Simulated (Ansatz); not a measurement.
The first iterations of a band of FH$_{5}$O$_{4}$Sn (11 atoms, charge 0, multiplicity 1).

Level of theory: Ansatz 0.2.0, RKS PBE0/def2-SVP.

```
movable images  : 7
climbing image  : yes
spring          : 5.0 eV/Å²
optimiser       : quadratic models (default)
start path      : through a guess of the saddle point
force threshold : 0.03 eV/Å
iteration limit : 60
end points      : relaxed
```

Image 0:

```xyz
11
Properties=species:S:1:pos:R:3
Sn 0.011 0.083 0.099
O 0.014 0.036 2.123
H -0.863 -0.061 2.513
O 1.813 -0.323 -0.562
H 1.751 -1.057 -1.187
O -1.042 1.557 -0.651
H -1.785 1.174 -1.139
O -1.135 -1.456 -0.407
H -0.887 -2.269 0.051
F 1.190 1.863 1.200
H 0.812 1.360 1.941
```

Image 8:

```xyz
11
Properties=species:S:1:pos:R:3
Sn 0.323 -0.016 -0.004
O -0.787 0.239 2.119
H -1.361 0.953 1.791
O 1.173 0.069 -1.777
H 1.639 -0.752 -1.979
O -1.121 1.320 -0.219
H -1.130 1.690 -1.110
O -0.017 -1.928 0.265
H -0.456 -2.051 1.117
F 1.658 0.701 1.225
H -0.041 0.683 2.551
```

| iteration | highest image above the first end (eV) | largest band force component (eV/Å) |
| --- | --- | --- |
| 1 | 4.902 | 21.857 |
| 2 | 1.057 | 3.101 |
| 3 | 0.389 | 1.266 |
| 4 | 0.170 | 1.027 |
| 5 | 0.129 | 1.157 |
| 6 | 0.113 | 1.058 |
| 7 | 0.083 | 0.525 |
| 8 | 0.076 | 0.308 |

**Question.** Does the band converge within its limit, and where does its top end?

**Answer.** The run converged. It ended after 25 iterations with the highest image 0.052 eV above the first end. A vibrational analysis at the climbing image gives one clearly imaginary mode, 411i cm⁻¹: a first-order saddle point. The orbitals stay closed-shell, which can raise the energy where a bond breaks towards radicals; this wasn't checked here.

Run time: 6 min on 4 threads of Arm Neoverse V2 (shared host), peak memory 0.32 GiB.
